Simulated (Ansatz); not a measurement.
The cluster Be5Se4⁺. The state is a doublet with charge 1. Geometry r2SCAN-D4/def2-SVP.

Cartesian coordinates in Å:
```
Be 0.060 -0.393 0.826
Be 4.600 0.868 0.452
Be -2.075 -1.209 -0.734
Be 2.027 1.447 0.151
Be -4.532 -1.105 0.259
Se 0.607 1.411 1.580
Se -3.779 -0.284 -1.409
Se 3.591 1.453 -1.179
Se -0.499 -2.187 0.055
```

At PBE-D4/def2-SVP, PBE-D4/def2-TZVP, r2SCAN-D4/def2-TZVP the gap within one spin of the charge 1 doublet nearly closes, so an electron or hole may be smeared out by delocalisation error. Another isomer (doublet) lies 3.81 eV lower at PBE0-D4/def2-TZVP; other spin states weren't run for this one.

Q: Estimate the α-spin orbital energies around the gap (eV) in Ansatz with HF/STO-3G, PBE-D4/def2-SVP, PBE-D4/def2-TZVP, r2SCAN-D4/def2-TZVP, PBE0-D4/def2-TZVP.

A: 
| orbital | HF/STO-3G | PBE-D4/def2-SVP | PBE-D4/def2-TZVP | r2SCAN-D4/def2-TZVP | PBE0-D4/def2-TZVP |
| --- | --- | --- | --- | --- | --- |
| HOMO−13 | -23.51 | -20.39 | -20.24 | -20.89 | -22.25 |
| HOMO−12 | -16.78 | -12.39 | -12.29 | -12.61 | -13.51 |
| HOMO−11 | -16.09 | -12.35 | -12.25 | -12.58 | -13.47 |
| HOMO−10 | -14.87 | -12.21 | -12.13 | -12.45 | -13.35 |
| HOMO−9 | -14.25 | -12.19 | -12.11 | -12.42 | -13.33 |
| HOMO−8 | -13.90 | -12.00 | -11.91 | -12.21 | -13.12 |
| HOMO−7 | -13.49 | -11.42 | -11.28 | -11.57 | -12.41 |
| HOMO−6 | -12.98 | -11.32 | -11.19 | -11.47 | -12.31 |
| HOMO−5 | -12.76 | -11.20 | -11.06 | -11.34 | -12.18 |
| HOMO−4 | -12.15 | -10.28 | -10.24 | -10.49 | -11.29 |
| HOMO−3 | -11.71 | -10.27 | -10.24 | -10.48 | -11.28 |
| HOMO−2 | -10.82 | -9.97 | -9.92 | -10.16 | -10.93 |
| HOMO−1 | -10.08 | -9.79 | -9.75 | -9.99 | -10.75 |
| HOMO | -9.25 | -8.89 | -8.86 | -9.05 | -9.17 |
| LUMO | -5.46 | -8.89 | -8.86 | -9.04 | -8.79 |
| LUMO+1 | -2.62 | -6.60 | -6.50 | -6.28 | -5.74 |
| LUMO+2 | -1.72 | -6.54 | -6.44 | -6.23 | -5.69 |
| LUMO+3 | 0.22 | -5.72 | -5.64 | -5.41 | -4.86 |
| LUMO+4 | 1.45 | -5.68 | -5.61 | -5.39 | -4.85 |
| LUMO+5 | 1.77 | -5.63 | -5.57 | -5.28 | -4.77 |
| β HOMO | -10.12 | -9.79 | -9.75 | -9.99 | -10.76 |
| β LUMO | -5.46 | -7.37 | -7.35 | -6.82 | -6.66 |
